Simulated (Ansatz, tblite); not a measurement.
Removing and adding an electron: the cluster Si4O4 (the lowest singlet isomer of a short search). The state is a singlet with charge 0. Geometry: B3LYP-D4/def2-SVP. Ansatz, gas phase; energy differences of separate SCF runs; the oxidised species was run as a doublet alone; the reduced species was run as a doublet alone.

Cartesian coordinates in Å:
```
Si 0.7098 0.6510 -2.0308
Si 0.4380 -0.1308 2.2007
Si 0.3441 -2.1880 -0.3832
Si -1.4918 1.6677 0.2134
O -0.4723 1.4017 -1.0984
O 0.4729 -1.4013 1.0984
O 0.6376 -0.9308 -1.4622
O -0.6384 0.9306 1.4620
```

The xTB rows come from tblite. Correlated methods freeze 24 core orbitals. The rows differ in basis, and correlated rows in double-zeta sets carry the largest basis error. In CCSD on the charge 1 doublet the largest single amplitude is 0.44, so its Hartree–Fock determinant may place the open shell otherwise than the density functionals do. The structure comes from a short search, and lower isomers may exist.

(1) Estimate orbital energies and vertical ionisation energies and electron affinities at: GFN1-xTB; GFN2-xTB; PBE-D4/def2-TZVP; PBE-D4/def2-TZVPD; PBE0-D4/def2-TZVP; PBE0-D4/def2-TZVPD; CAM-B3LYP-D4/def2-TZVP; CCSD/def2-SVP; CCSD(T)/def2-SVP.

Results:

(1) 
| level | −HOMO (eV) | vertical IE (eV) | −LUMO (eV) | vertical EA (eV) | HOMO–LUMO gap (eV) | IE − EA (eV) | remarks |
| --- | --- | --- | --- | --- | --- | --- | --- |
| GFN1-xTB | 8.35 | 10.86 | 5.04 | 3.03 | 3.30 | 7.83 | – |
| GFN2-xTB | 8.58 | 11.35 | 6.14 | 3.47 | 2.45 | 7.88 | – |
| PBE-D4/def2-TZVP | 5.83 | 8.03 | 3.35 | – | 2.48 | – | – |
| PBE-D4/def2-TZVPD | 5.88 | – | 3.40 | 1.43 | 2.48 | – | HOMO above zero (-1 doublet), restricted SCF unstable in HF (singlet) |
| PBE0-D4/def2-TZVP | 6.86 | 8.45 | 2.52 | – | 4.34 | – | restricted SCF unstable in HF (singlet) |
| PBE0-D4/def2-TZVPD | 6.89 | – | 2.55 | 1.18 | 4.34 | – | HOMO above zero (-1 doublet), restricted SCF unstable in HF (singlet) |
| CAM-B3LYP-D4/def2-TZVP | 8.11 | 8.87 | 1.39 | – | 6.72 | – | restricted SCF unstable in HF (singlet) |
| CCSD/def2-SVP | – | 8.91 | – | – | – | – | large T1 (0.061) (+1 doublet), restricted SCF unstable in HF (singlet), spin-contaminated (⟨S²⟩ 0.83) (+1 doublet) |
| CCSD(T)/def2-SVP | – | 8.72 | – | – | – | – | large T1 (0.061) (+1 doublet), restricted SCF unstable in HF (singlet), spin-contaminated (⟨S²⟩ 0.83) (+1 doublet) |

Relaxing the reduced species (B3LYP-D4/def2-SVPD) changes its energy by -0.02 eV at PBE-D4/def2-TZVPD, so the adiabatic electron affinity to this nearest minimum is 1.45 eV. At PBE0-D4/def2-TZVPD that geometry lies 0.03 eV above the vertical one, so it gives no adiabatic value. The highest occupied level of the relaxed charge -1 doublet lies above zero (up to 0.52 eV). By energy differences its removal costs 1.45 eV (each at its own geometry, to the charge 0 singlet, at PBE-D4/def2-TZVPD); the vertical value is larger still, so the positive level points to self-interaction error.  Run but left out: HF/def2-SVP (singlet: restricted singlet, unstable in another Hartree–Fock run and untested here); MP2/def2-SVP (charge +1 doublet: a determinant that CCSD turns far, T1 0.061).   A HOMO above zero means that the electron is unbound at that level or that self-interaction error raises the level; the energy of removing that electron tells which. Raw xTB energy differences between charge states are shifted by several eV; the methods need an empirical correction for them.
